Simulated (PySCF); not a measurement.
## MAs for M along the halogens

PBE0 with triple-zeta basis sets in PySCF, for the lowest determinant that a PBE0 search found; no spin–orbit coupling. De refers to high-spin ground-configuration atoms. A positive dipole means M(−)As(+).

```
 M         basis  state (unpaired electrons)  Re (Å)  ωe (cm⁻¹)  De (eV)  μ (D)
 F    def2-TZVPP              triplet (π ↑↑)   1.741        695     4.20   1.65
Br   def2-TZVPPD              triplet (π ↑↑)   2.296        317     2.89   1.01
 I  x2c-TZVPPall              triplet (π ↑↑)   2.488        262     2.45   0.62
```

The shortest bond is that of AsF (1.741 Å), the longest that of AsI (2.488 Å). AsF is bound most strongly (4.20 eV) and AsI least (2.45 eV).

The rows differ in basis set, which adds steps of its own.

Down a group the atoms grow and get heavier, so bonds lengthen and wavenumbers fall; this series shows no clear exception.

Spin–orbit coupling is left out, which matters for elements this heavy, above all for dissociation energies. States were picked by a PBE0 search and need not be the measured ground states.
